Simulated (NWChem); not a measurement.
CH₃BF₂O; SMILES OCB(F)F

```xyz
8

O      0.0659    -1.9440     0.0967
C     -0.7449    -0.8121    -0.0762
B     -0.0038     0.5663     0.0046
F     -0.6613     1.7088     0.0450
F      1.3169     0.6289    -0.0067
H      0.9044    -1.7866    -0.3489
H     -1.3132    -0.8319    -1.0349
H     -1.5308    -0.8277     0.7001
```
Atoms are numbered in this order, from 1.

Geometry: optimised at PBE0/def2-SVP.

Task: List the 6 lowest vertical singlet excitations from CAM-B3LYP/6-31G* (spherical d), TDA (NWChem).

Result: 
```csv
state,energy (eV),oscillator strength,leading excitation (squared amplitude)
S1,7.34,0.030,HOMO → LUMO (0.96)
S2,8.02,0.001,HOMO → LUMO+1 (0.95)
S3,8.65,0.030,HOMO−1 → LUMO (0.92)
S4,9.71,0.056,HOMO → LUMO+2 (0.89)
S5,9.85,0.001,HOMO−1 → LUMO+1 (0.91)
S6,10.17,0.003,HOMO−2 → LUMO (0.60)
```
